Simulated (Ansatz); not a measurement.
Geometry optimisation, RKS PBE/def2-SVP in Ansatz.

input.yaml

```yaml
crystal:
  periodic: [false, false, false]
  atoms:
    - { symbol: O, position_ang: [-1.3128, -1.3061, 2.0411] }
    - { symbol: Si, position_ang: [-0.1572, -1.1862, 0.8123] }
    - { symbol: B, position_ang: [-0.97761, -0.99075, -0.89931] }
    - { symbol: "N", position_ang: [-0.90262, -2.1037, -1.94247] }
    - { symbol: C, position_ang: [0.33757, -2.91963, -1.66102] }
    - { symbol: Si, position_ang: [0.63007, -3.12832, 0.16397] }
    - { symbol: H, position_ang: [-1.9586, -1.9606, 1.719] }
    - { symbol: H, position_ang: [0.861, -0.153, 1.07871] }
    - { symbol: H, position_ang: [-1.83748, -0.10082, -1.0693] }
    - { symbol: H, position_ang: [-0.89625, -1.74605, -2.8489] }
    - { symbol: H, position_ang: [0.20604, -3.91353, -2.11498] }
    - { symbol: H, position_ang: [1.17468, -2.37092, -2.12578] }
    - { symbol: H, position_ang: [-0.19623, -4.26604, 0.72968] }
    - { symbol: H, position_ang: [2.04492, -3.28318, 0.48267] }
basis:
  gaussian: { orbitals: def2-SVP }
hamiltonian:
  xc: pbe
relax:
  f_tol: 0.015
  max_steps: 40
```

Command:

```bash
$ ansatz run input.yaml --threads 2 --pin off --max-ram 3072MiB --backend cpu --events-out ev --progress --plain --runs-dir out
```

Where does it end, and by what steps?

The run converged. The force dipped under the threshold on the way, but the program's further checks kept it going. After 10 steps the energy has fallen by 1.481 eV; H7 moved furthest, 0.53 Å.

```json
{"step": "0", "energy less start (eV)": "0.0000", "largest force component (eV/Å)": "5.551", "accepted": "yes"}
{"step": "1", "energy less start (eV)": "-1.0478", "largest force component (eV/Å)": "2.051", "accepted": "yes"}
{"step": "2", "energy less start (eV)": "-1.3039", "largest force component (eV/Å)": "2.223", "accepted": "yes"}
{"step": "3", "energy less start (eV)": "-1.3610", "largest force component (eV/Å)": "1.268", "accepted": "yes"}
{"step": "4", "energy less start (eV)": "-1.4699", "largest force component (eV/Å)": "0.292", "accepted": "yes"}
{"step": "5", "energy less start (eV)": "-1.4758", "largest force component (eV/Å)": "0.264", "accepted": "yes"}
{"step": "6", "energy less start (eV)": "-1.4800", "largest force component (eV/Å)": "0.089", "accepted": "yes"}
{"step": "7", "energy less start (eV)": "-1.4806", "largest force component (eV/Å)": "0.065", "accepted": "yes"}
{"step": "8", "energy less start (eV)": "-1.4808", "largest force component (eV/Å)": "0.016", "accepted": "yes"}
{"step": "9", "energy less start (eV)": "-1.4809", "largest force component (eV/Å)": "0.004", "accepted": "yes"}
{"step": "10", "energy less start (eV)": "-1.4810", "largest force component (eV/Å)": "0.009", "accepted": "yes"}
```

```xyz
14
Properties=species:S:1:pos:R:3
O -1.278 -1.151 2.243
Si -0.292 -1.170 0.863
B -1.151 -0.976 -0.970
N -0.638 -1.879 -1.913
C 0.431 -2.873 -1.717
Si 0.685 -3.213 0.178
H -2.075 -1.703 2.163
H 0.765 -0.138 1.155
H -2.021 -0.205 -1.334
H -0.989 -1.843 -2.877
H 0.186 -3.810 -2.261
H 1.391 -2.507 -2.148
H -0.135 -4.425 0.555
H 2.136 -3.535 0.427
```

Whether the end is a true minimum wasn't checked by a vibrational analysis.

Time of the run: 70 s on 2 threads of Arm Neoverse N1 (shared host), peak memory 0.19 GiB.
